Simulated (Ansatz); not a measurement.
`[F][AlH][CH](F)[SiH3]` and `F[CH]([SiH3])[SnH3]` differ in one atom or group.

Ansatz, PBE0-D4/def2-TZVP geometries, multiplicity 1. Each molecule was computed in one conformer, which needn't be the lowest.

Elements past krypton have def2 core potentials.

| property | `[F][AlH][CH](F)[SiH3]` |
| --- | --- |
| HOMO–LUMO gap (ωB97M-V/def2-TZVPP) / eV | 10.53 |
| HOMO–LUMO gap (B3LYP/def2-TZVPP) / eV | 6.29 |
| HOMO energy (PBE/def2-TZVPP) / eV | -6.62 |
| HOMO–LUMO gap (PBE/def2-TZVPP) / eV | 4.59 |
| LUMO energy (B3LYP/def2-TZVPP) / eV | -1.50 |
| LUMO energy (PBE/def2-TZVPP) / eV | -2.03 |

Q: Give the same properties after the change, and the shifts. (Best estimate.)

A: The calculation gave: 
```tsv
property	`F[CH]([SiH3])[SnH3]`	shift
HOMO–LUMO gap (ωB97M-V/def2-TZVPP) / eV	11.24	0.71
HOMO–LUMO gap (B3LYP/def2-TZVPP) / eV	7.21	0.92
HOMO energy (PBE/def2-TZVPP) / eV	-6.58	0.04
HOMO–LUMO gap (PBE/def2-TZVPP) / eV	5.61	1.02
LUMO energy (B3LYP/def2-TZVPP) / eV	-0.42	1.08
LUMO energy (PBE/def2-TZVPP) / eV	-0.97	1.06
```

With PBE0 the HOMO rises by 0.15 eV and the LUMO rises by 1.07 eV, so the gap widens by about 0.92 eV. PBE moves the HOMO by 0.04 eV and ωB97M-V by 0.21 eV.

B3LYP here is the variant with VWN-RPA as its local correlation; programs differ in this.
